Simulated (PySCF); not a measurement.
Input for PySCF: R-HF/3-21G on CH6Si (SMILES C[SiH3]).

```python
from pyscf import gto, scf, dft, mp
from pyscf.data.elements import chemcore

mol = gto.M(
    atom='''
    C     1.11895305    1.07670021    3.83197967
    Si   -0.39966963    0.04363140    4.19591900
    H     1.97755322    0.72097348    4.40444091
    H     0.94910423    2.12298415    4.09251447
    H     1.36591151    1.02175751    2.77085055
    H    -0.17125663   -1.37908859    3.83930250
    H    -1.56756122    0.52433511    3.41589991
    H    -0.75393347    0.10406481    5.63540630
    ''',
    basis='3-21g',
    charge=0, spin=0, verbose=3, max_memory=1800)
mf = scf.RHF(mol)
mf.conv_tol = 1e-8
mf.max_cycle = 100
mf.kernel()
if not mf.converged:
    mf = mf.newton().run(mf.mo_coeff, mf.mo_occ)
```

Q: What total energy does the run end on?

A: -328.5253 hartree.
